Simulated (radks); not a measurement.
Results of a calculation; reference values are marked as such.
Valence configurations of the rhodium ion Rh2+ (all share [Kr]). Level of theory: scalar-relativistic Kohn-Sham, SCAN, spin-polarised, spherical densities, finite nucleus; open shells are filled with parallel spins first (spin-orbit coupling, left out, can overturn this in heavy ions); meta-GGA in the generalised Kohn-Sham scheme; Fermi nuclear charge, rms radius 4.4945 fm (a radial shooting solver on a logarithmic mesh with Libxc functionals). Energies are relative to 4d7; eigenvalues in eV for spin up.

| valence | E (eV) | moment (Bohr magnetons) | e(4d) | e(5p) | e(5s) |
|---|---|---|---|---|---|
| 4d7 | 0.000 | 3 | -27.010 | - | - |
| 4d6 5s1 | 4.266 | 5 | -31.227 | - | -22.633 |
| 4d6.5 5p0.5 | 5.437 | 4 | -29.698 | -14.968 | - |
| 4d6 5s0.5 5p0.5 | 7.746 | 5 | -31.803 | -16.034 | -22.897 |
| 4d6 5p1 | 11.129 | 5 | -32.355 | -16.298 | - |
| 4d5 5s0.5 5p1.5 | 19.566 | 7 | -37.138 | -18.164 | -25.538 |
| 4d5 5p2 | 23.256 | 7 | -37.660 | -18.464 | - |
| 4d4.5 5s0.5 5p2 | 29.413 | 7 | -39.491 | -19.115 | -26.729 |
| 4d4 5s2 5p1 | 32.333 | 5 | -40.368 | -18.684 | -26.337 |

NIST lists [Kr] 4d7 as the ground configuration; this level of theory agrees among the configurations tried. The energies are those of spherical high-spin densities, not of single terms. No valid solution was reached for [Kr] 4d5 5s2.
